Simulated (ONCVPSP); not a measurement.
**sulfur: variants of one ONCV potential**

Base potential:

ONCVPSP 4.0.1 input, shortened (lines: element, Z, core and valence counts, functional; n l f; lmax; l rc ep ncon nbas qcut; lloc lpopt rc5 dvloc0; l nproj debl; icmod fcfact rcfact), PBE, scalar-relativistic:

```
  S 16.00    1    4        4      upf
    1    0    2.00
    2    0    2.00
    2    1    6.00
    3    0    2.00
    3    1    4.00
    2
    0    0.80    0.00    3    7   12.90
    1    0.65    0.00    3    6   23.60
    2    0.85    0.02    4    9   11.30
    4    3    0.55    0.00
    0    2    3.00
    1    2    2.90
    2    1    1.90
    0    0.00    0.00
```

Cutoffs, loose and tight: the cutoffs (Ha) at which the residual kinetic energy of the hardest occupied pseudo-wave falls to 1 and 0.1 mHa per electron. They do not see the model core or the augmentation charge, which bear on the density cutoff. Test errors are all-electron minus pseudo excitation energies from the reference, over the configurations 2s2 2p6 3s2 3p3; 2s2 2p6 3s2 3p2; 2s2 2p6 3s2 3p1; 2s2 2p5 3s2 3p4. A dash means not determined; rows that change the core or the reference have their own tests.

```csv
change,outcome,"cutoff, loose","cutoff, tight",bound ghosts,GHOST(+) flags above zero,largest test error (meV)
base,generated,199 Ha,226 Ha,none,none,+235
s: qcut 7.7,generated,199 Ha,238 Ha,none,none,+225
s: qcut 9.7,generated,199 Ha,226 Ha,none,none,+237
s: qcut 11,generated,199 Ha,226 Ha,none,none,+238
s: qcut 13.9,generated,199 Ha,226 Ha,none,none,+232
s: qcut 16.4,generated,199 Ha,226 Ha,none,none,+225
s: qcut 17.8,generated,199 Ha,226 Ha,none,none,+220
s: qcut 19.2,generated,199 Ha,226 Ha,none,none,+214
```

Reading the sweep of the qcut of the s channel (base included, trends over the rows without a ghost): The loose cutoff stays near 199 Ha. The median size of the test errors (rows with all tests solved) stays near 6.1 meV.
